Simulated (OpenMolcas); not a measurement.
# 4f ions of charge +4 along the row

```json
{"Program": "OpenMolcas", "Method": "MS-CASPT2, IPEA 0.25 Eh, imaginary shift 0.1 Eh", "Basis": "ANO-RCC-VTZP", "Scalar Hamiltonian": "DKH2, point nucleus", "Spin-orbit coupling": "RASSI with atomic mean-field integrals over the reference wave functions, term energies averaged over their components"}
```

Active space: the 4f shell; CASPT2 also correlates the outermost closed s and p core shells.

ζ = ±2S·A comes from the whole width of the ground multiplet by E(J) = (A/2) J(J+1), where its levels are at least 85 % pure. Energies in cm-1.

| Ion | Configuration | Lowest level | Weight (%) | g | g, pure LS | Next level | E | ζ |
| --- | --- | --- | --- | --- | --- | --- | --- | --- |
| Pm4+ | 4f3 | 4I* 9/2 | 96 | 0.733 | 0.727 | 4I* 11/2 | 2600 | 1262 |
| Sm4+ | 4f4 | 5I4 | 97 | 0.605 | 0.599 | 5I5 | 2040 | 1383 |
| Eu4+ | 4f5 | 6H* 5/2 | 95 | 0.299 | 0.284 | 6H* 7/2 | 1432 | 1582 |
| Gd4+ | 4f6 | 7F0 | 92 |  |  | 7F1 | 533 | 1910 |
| Dy4+ | 4f8 | 7F6 | 95 | 1.493 | 1.501 | 7F5 | 2560 | 2004 |
| Ho4+ | 4f9 | 6H* 15/2 | 93 | 1.325 | 1.334 | 6H* 13/2 | 4280 | 2294 |
| Er4+ | 4f10 | 5I8 | 93 | 1.242 | 1.251 | 5I7 | 6130 | 2438 |
| Tm4+ | 4f11 | 4I* 15/2 | 97 | 1.197 | 1.200 | 4I* 13/2 | 7760 |  |

The computed ζ goes from 1262 (Pm4+) to 2438 cm-1 (Er4+), a factor of 1.93, rising at every step.

Term energies are means over components that CASPT2 splits; among the low terms the widest spread is 770 cm-1 (4f11 2L*, Tm4+). High states are left out of the spin-orbit mixing, which shifts the levels that they would mix with. The CASPT2 spread within a term exceeds the gap to the next term for 4f3 4G* and 4f3 2K*, so the order of their levels is uncertain (figures for Pm4+; the like holds for Sm4+, Er4+). Blocks of more than 70 roots (2S+1 = 2 odd) ran without multistate coupling (holds for Pm4+; Tm4+). Blocks of more than 70 roots (2S+1 = 3 even, 1 even) ran without multistate coupling (holds for Sm4+; Er4+). Blocks of more than 70 roots (2S+1 = 4 odd, 2 odd) ran without multistate coupling (holds for Eu4+; Ho4+). Blocks of more than 70 roots (2S+1 = 5 even, 3 even) ran without multistate coupling (holds for Gd4+; Dy4+). Terms from blocks run as CI alone lack orbitals of their own (holds for Gd4+). Levels of configurations outside the active space are missing.

* marks odd parity.
